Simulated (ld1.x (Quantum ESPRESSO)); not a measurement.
BLYP TM dataset for rhenium, scalar-relativistic all-electron reference.

rhenium (Re), norm-conserving Troullier–Martins (Kleinman–Bylander form), made with ld1.x (Quantum ESPRESSO) 7.5 (BLYP, scalar-relativistic). Core [Kr] 4d10 4f14 5s2, reference 5p6 5d4 6s0 6p0 (charge +3). Waves: 5p (bound): rc 1.70 bohr; 5d (bound): rc 1.65 bohr; 5f channel at -0.05 Ry: rc 2.60 bohr; 6s (bound, empty): rc 2.45 bohr. Local part: the s channel. Core correction: none.

**Question.** Does the generator finish with these settings?

**Answer.** Yes, a potential is produced.

**Question.** Estimate the cutoffs (Ry, on a coarse ladder) from which the occupation-weighted sum of valence levels, in a spherical-Bessel basis at the reference potential, stays within 10 and 1 mRy of its value at 400 Ry.

**Answer.** 45 Ry and 80 Ry.

**Question.** Does the potential have ghost states?

**Answer.** No extra level below or beside the all-electron valence levels (p, d, f, s tested).

**Question.** Which valence shell sets the plane-wave cutoff?

**Answer.** 5p: its level needs 45 Ry to come within 1 mRy, against 35 Ry for 5d.

Its largest configuration-test error is -1251 meV (5p6 5d5 6s0 6p2), which is poor. 3 of 7 tests not solved or not reliable.
